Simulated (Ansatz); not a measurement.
Ga2O2, relaxed as a singlet with RKS PBE-D4/def2-SVP in Ansatz, starting from the GFN2-xTB geometry. Force threshold 0.02 eV/Å.

The structure holds 1 bond(s) between oxygen atoms. The restricted singlet is unstable towards broken spin symmetry in Hartree–Fock (as tested in another run); at PBE-D4/def2-SVP this wasn't settled. Another isomer (singlet) lies 1.65 eV lower at PBE0-D4/def2-TZVP; other spin states weren't run for this one.

Start:

```tsv
atom	x (Å)	y (Å)	z (Å)
Ga1	0.075	1.872	-0.189
Ga2	-0.069	-1.873	0.184
O3	-0.344	0.079	0.652
O4	0.338	-0.078	-0.647
```

```tsv
step	energy (eV)	largest force component (eV/Å)	SCF passes
1	-108813.0812	2.055	25
2	-108813.1635	1.094	25
3	-108813.2017	0.154	25
4	-108813.2026	0.009	26
5	-108813.2026	0.003	20
6	-108813.2026	0.002	19
7	-108813.2026	0.011	25
8	-108813.2028	0.022	25
9	-108813.2058	0.101	29
10	-108813.2217	0.176	30
11	-108813.2398	0.061	30
12	-108813.2407	0.013	25
```

Force components are those of the run's own axes.

End:

| atom | x (Å) | y (Å) | z (Å) |
| --- | --- | --- | --- |
| Ga1 | 0.338 | 1.791 | -0.026 |
| Ga2 | 0.201 | -1.781 | 0.330 |
| O3 | -0.654 | 0.077 | 0.528 |
| O4 | 0.115 | -0.087 | -0.831 |

By distances, no bond broke or formed. The bond that changes most is O3–O4, from 1.47 to 1.57 Å (atoms count from 1).

The force fell under the threshold at step 4, but the optimiser went on and released 0.038 eV more. No frequencies were taken in this run, so the end may be a saddle point.

Run time 8 s (4 threads of Arm Neoverse V2 on a shared host).
